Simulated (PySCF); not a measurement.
Excitation energy of Al by level of theory

Al [Ne] 3s2 3p1 (2P) → Al [Ne] 3s2 3d1 (2D), as a difference of total energies. Computed with PySCF 2.14 in aug-cc-pVTZ-DK, with scalar relativity by spin-free X2C-1e. Correlated levels: valence: [Ne] frozen. The calculations carry no spin-orbit coupling.

| method | excitation energy (cm⁻¹) | error (cm⁻¹) |
| --- | --- | --- |
| UHF | 35513 | +3151 |
| MP2 (valence) | 35617 | +3255 |
| SCS-MP2 (valence) | 35653 | +3292 |
| CCSD (valence) | 34140 | +1778 |
| CCSD(T) (valence) | 33327 | +965 |
| CCSDT (valence) | 32825 | +463 |

Reference: 32362 cm⁻¹ (measured; NIST levels, between the centres of gravity of the two terms).

Errors of the correlated levels include the incompleteness of this basis and the frozen core.

The promoted electron is Rydberg-like, and one or two diffuse shells describe it only roughly, which tends to raise the upper state.

The coupled-cluster amplitudes are large for the upper state (T1 above 0.03 or a double amplitude above 0.15), so a single reference is strained.
